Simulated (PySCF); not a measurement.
Delta-SCF ions had no search for a lower state. Excitations are Tamm–Dancoff values on a coarser integration grid. The basis has no diffuse functions, so Rydberg states are missing or too high.

Cartesian coordinates (Å):
```xyz
11

C     -1.2212    -0.0208    -0.7324
C     -0.4385    -0.1640     0.5692
Si     1.3775     0.2232     0.4113
Cl     2.2481    -1.0709    -0.9407
H     -2.2786    -0.2539    -0.5877
H     -1.1584     0.9971    -1.1255
H     -0.8355    -0.6936    -1.5015
H     -0.5335    -1.1788     0.9701
H     -0.8399     0.5065     1.3393
H      1.5922     1.5985    -0.1054
H      2.0880     0.0567     1.7033
```
Charge 0, spin multiplicity 1.

Q: Predict the vertical ionisation energy (Delta-SCF), S1 excitation (TDA), HOMO–LUMO gap, S1 oscillator strength, total energy, dipole moment, HOMO and S1–T1 gap (TDA) from PBE0-D4/def2-TZVP in PySCF.

A: 
| Quantity | Value |
|---|---|
| vertical ionisation energy (Delta-SCF) | 10.48 eV |
| S1 excitation (TDA) | 7.45 eV |
| HOMO–LUMO gap | 8.91 eV |
| S1 oscillator strength | 0.004 |
| total energy | -829.8580 Ha |
| dipole moment | 1.92 D |
| HOMO | -8.46 eV |
| S1–T1 gap (TDA) | 0.38 eV |
